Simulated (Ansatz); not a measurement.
Diatomic AsN, closed-shell singlet (the spin of the measured ground state). No spin–orbit coupling. As is treated without relativity.

```json
[
 {"level": "SVWN5/def2-TZVPP", "bond energy D_e (kcal/mol)": "150.26"},
 {"level": "PBE/def2-TZVPP", "bond energy D_e (kcal/mol)": "127.12"},
 {"level": "r2SCAN/def2-TZVPP", "bond energy D_e (kcal/mol)": "108.61"},
 {"level": "B97M-V/def2-TZVPP", "bond energy D_e (kcal/mol)": "111.23"},
 {"level": "B3LYP/def2-TZVPP", "bond energy D_e (kcal/mol)": "114.38"},
 {"level": "PBE0/def2-TZVPP", "bond energy D_e (kcal/mol)": "106.13"},
 {"level": "BHLYP/def2-TZVPP", "bond energy D_e (kcal/mol)": "90.21"},
 {"level": "wB97M-V/def2-TZVPP", "bond energy D_e (kcal/mol)": "109.91"},
 {"level": "B2PLYP/def2-TZVPP", "bond energy D_e (kcal/mol)": "119.10"},
 {"level": "CCSD/def2-TZVPP", "bond energy D_e (kcal/mol)": "94.16"},
 {"level": "CCSD/def2-QZVPP", "bond energy D_e (kcal/mol)": "99.41"},
 {"level": "CCSD(T)/def2-TZVPP", "bond energy D_e (kcal/mol)": "106.64"},
 {"level": "CCSD(T)/def2-QZVPP", "bond energy D_e (kcal/mol)": "112.70"},
 {"level": "CCSD(T)/CBS(def2-TZVPP, def2-QZVPP)", "bond energy D_e (kcal/mol)": "116.44"}
]
```

The rows run from 90.21 (BHLYP/def2-TZVPP) to 150.26 kcal/mol (SVWN5/def2-TZVPP). From def2-TZVPP to def2-QZVPP CCSD(T) changes by 6.06. The 9 functionals in def2-TZVPP without D3 or D4 span 60.05, from BHLYP to SVWN5.

D_e counts from the fitted minimum to each atom's lowest state at the same level, without counterpoise. The singlet is restricted.

Correlated levels freeze the inner cores; with def2 sets outer-core shells near the valence are correlated too. CBS(a, b) extrapolates the correlation energy as X⁻³ and adds the Hartree–Fock energy of set b.

Doubts at one or more of the structures used: a restricted determinant that unrestricted orbitals would lower (B2PLYP/def2-TZVPP, CCSD/def2-TZVPP, CCSD/def2-QZVPP, CCSD(T)/def2-TZVPP, CCSD(T)/def2-QZVPP, CCSD(T)/CBS(def2-TZVPP, def2-QZVPP)).

Programs: Ansatz (an electronic-structure program) with Gaussian orbitals. Values without a source in brackets are computed.
